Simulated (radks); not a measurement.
The numbers below are computed, except where a source is named.
Problem. Radial electron density D(r) = 4 pi r^2 rho(r) of an atom or ion with 38 electrons. Level of theory: scalar-relativistic Kohn-Sham, LDA (Slater exchange, VWN5 correlation), spin-polarised, spherical densities, finite nucleus; Fermi nuclear charge, rms radius of each element as measured or else 0.836 A^(1/3) + 0.57 fm (a radial shooting solver on a logarithmic mesh with Libxc functionals).

```
   r/bohr * D(r) (the largest magnitude, 117, reaches the edge; | marks zero)
0.0008561 | *
 0.001097 |  *
 0.001395 |   *
 0.001787 |    *
 0.002272 |       *
 0.002888 |          *
 0.003701 |              *
 0.004705 |                   *
 0.006029 |                         *
 0.007665 |                               *
 0.009822 |                                     *
  0.01249 |                                        *
    0.016 |                                         *
  0.02034 |                                      *
  0.02586 |                                    *
  0.03314 |                                     *
  0.04212 |                                            *
  0.05398 |                                                    *
  0.06862 |                                                      *
  0.08794 |                                               *
   0.1118 |                                        *
   0.1433 |                                          *
   0.1821 |                                               *
   0.2315 |                                       *
   0.2967 |                     *
   0.3771 |              *
   0.4833 |             *
   0.6144 |        *
   0.7873 | *
    1.001 *
    1.283 *
     1.63 *
```

What is the nuclear charge?

Solution. Z = 66. The innermost maximum, from 1s, lies near gamma/Z bohr with gamma = sqrt(1 - (Z/c)^2) = 0.876, here 0.0133 bohr (found: 0.0145), and its height grows with Z. The density is that of the dysprosium ion Dy28+ in [Kr] 4d2; the configuration itself is not fixed sharply by these data, and Z only to a few units. D(r) has 4 maxima, at r = 0.0145, 0.0644, 0.182, 0.425 bohr, and minima at 0.0278, 0.119, 0.405 bohr, inside which lie 1.93, 11.05, 29.86 electrons.
